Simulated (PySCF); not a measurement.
**HSbO: fields on a plane**

All numbers come from PBE0 in PySCF with Sb def2-TZVP with ECP28, O def2-TZVP, H def2-TZVP; scalar-relativistic core potentials, no spin–orbit coupling; density-fitted integrals.

The singlet minimum has Sb–H 1.750 Å, Sb–O 1.809 Å; H–Sb–O 100.0°.

The plane holds Sb1 at (0.00, 0.00), O2 at (1.81, 0.00), H3 at (-0.30, 1.72) Å. Columns run from x = -2.25 to 4.05 Å, rows from y = 4.05 (top) to -1.95 Å, in steps of 0.3 Å. Other isomers or separated fragments may lie lower. Core electrons replaced by a potential are absent, the electrostatic potential uses the reduced nuclear charge, and values within about 0.7 Å of such atoms have no physical meaning.

**Question.** Give the electrostatic potential (V) (cut at 20 V). Lower edges of the bins (V): '_' -2.42, '.' -2.29, ':' -2.08, '-' -1.74, '=' -1.22, '+' -0.38, '*' 0.94, '#' 3.04, '%' 6.37, '@' 11.64; top 20.0, each point printed twice.

**Answer.** 
```
++++++++++++++++++++++++++++++++++++++++++++
++++++++++++++++++++++++++++++++++++++++++++
++++++++++++++++++++++++++++++==============
++++++++++++++++++++++++++==================
++++++++++++++++++++++++====================
++++++++++******++++++++====================
++++++++**######**++++++====================
++++++++**%%@@@@%%**++++======----==========
++++++****%%@@@@%%****++====----------======
++********%%@@@@%%##****++--::....::----====
********##%%@@@@@@@@%%**++==--..__..::----==
******##%%@@@@@@@@@@@@%%######++::__..::----
******##@@@@@@@@@@@@@@@@@@@@@@%%++..__::----
****##%%@@@@@@@@@@@@@@@@@@@@@@@@##::__::----
******##@@@@@@@@@@@@@@@@@@@@@@@@##::__::----
******##%%@@@@@@@@@@@@@@@@@@@@%%++....::----
++****##%%@@@@@@@@@@@@%%######++::__..::--==
++++****##%%%%@@@@@@%%##++==--..__..::----==
++++++******##########**++--::..::::----====
++++++++**************++++==----------======
++++++++++++********++++++==================
```

**Question.** Give the electron localisation function (set to 0 where the density is under 0.005 e/Å³). Every second row and column.

**Answer.** 
```
0.00 0.00 0.00 0.00 0.00 0.00 0.00 0.00 0.00 0.00 0.00
0.00 0.00 0.00 0.00 0.00 0.00 0.00 0.00 0.00 0.00 0.00
0.00 0.00 0.95 0.99 0.98 0.61 0.00 0.00 0.00 0.00 0.00
0.00 0.84 1.00 1.00 1.00 0.79 0.01 0.00 0.00 0.00 0.00
0.00 0.59 0.99 1.00 1.00 0.40 0.02 0.11 0.11 0.00 0.00
0.00 0.14 0.60 0.69 0.42 0.21 0.40 0.71 0.56 0.16 0.00
0.08 0.41 0.42 0.51 0.78 0.17 0.82 0.90 0.83 0.35 0.00
0.43 0.82 0.51 0.77 0.14 0.20 0.78 0.12 0.85 0.39 0.00
0.63 0.90 0.84 0.29 0.33 0.21 0.70 0.88 0.72 0.24 0.00
0.00 0.90 0.94 0.90 0.73 0.21 0.20 0.49 0.34 0.00 0.00
0.00 0.56 0.88 0.88 0.57 0.07 0.03 0.06 0.00 0.00 0.00
```
